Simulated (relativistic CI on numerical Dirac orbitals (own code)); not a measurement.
## V¹¹⁺: computed level list

Method of calculation: Dirac-Coulomb-Breit CI, separate exchange-only KLI orbitals for each configuration, a model potential for QED, unscaled Slater integrals (own radial code, finite nucleus).

CI space (outside the closed core [Ne]): 3s², 3s3p, 3p², 3s3d, 3d², 3p3d, 3p4s, 3s4s, 3s4p, 3d4s, 3s4d, 3s4f, 3s5s, 3s5p, 3s5d, 4s², 3s5f, 3s5g, 3s6s, 3s6p, 3s6d. Levels of other configurations are missing.

```
No.  Configuration  Term  J  E (cm⁻¹)    %  Lifetime (s)
  1            3s²    ¹S  0         0   97              
  2           3s3p   ³P°  0    186990  100              
  3           3s3p   ³P°  1    190175   99      8.82e-08
  4           3s3p   ³P°  2    197344  100      1.58e-01
  5           3s3p   ¹P°  1    285707   97      5.93e-11
  6            3p²    ¹D  2    445421   72      4.10e-10
  7            3p²    ³P  0    447348   98      7.25e-11
  8            3p²    ³P  1    451912  100      7.01e-11
  9            3p²    ³P  2    460222   90      7.32e-11
 10            3p²    ¹S  0    530987   93      6.91e-11
 11           3s3d    ³D  1    546906  100      5.17e-11
 12           3s3d    ³D  2    547306  100      5.29e-11
 13           3s3d    ³D  3    547934  100      5.51e-11
 14           3s3d    ¹D  2    624894   78      2.89e-11
 15           3p3d   ³F°  2    744873   92      2.47e-10
 16           3p3d   ³F°  3    749683   99      2.84e-10
 17           3p3d   ³F°  4    755295  100      2.69e-10
 18           3p3d   ¹D°  2    758192   91      6.78e-11
 19           3p3d   ³P°  2    792510   64      3.81e-11
 20           3p3d   ³D°  1    793445   66      3.30e-11
 21           3p3d   ³P°  0    799056  100      4.04e-11
 22           3p3d   ³D°  3    799524   99      3.02e-11
 23           3p3d   ³P°  1    799597   66      3.59e-11
 24           3p3d   ³D°  2    800033   65      3.29e-11
 25           3p3d   ¹F°  3    861204   99      2.84e-11
 26           3p3d   ¹P°  1    876604   96      3.02e-11
 27            3d²    ³F  2   1101655  100      3.11e-11
 28            3d²    ³F  3   1102293  100      3.18e-11
 29            3d²    ³F  4   1103097  100      3.27e-11
 30            3d²    ³P  2   1130909   50      2.52e-11
```

Energies count from the lowest computed level; ° marks odd parity; lifetimes are radiative, by E1, M1, E2, M2 decay to levels of this space only; some are left blank where a channel outside the calculation adds to the decay or the decay crosses a small, uncertain gap.

The mean weight of the leading LS term, summed over parents, in these 30 levels is 90 %, and that of the leading jj configuration (from the same eigenvectors) 78 %, so LS coupling describes them better.

At this charge energies of transitions that change n are usually good to better than 1 %, and those within a shell (Δn = 0) to a few per cent.

LS names give the leading component of a level, which can be under half, so a name can repeat, a term be missing and a line seem to break the LS rules.
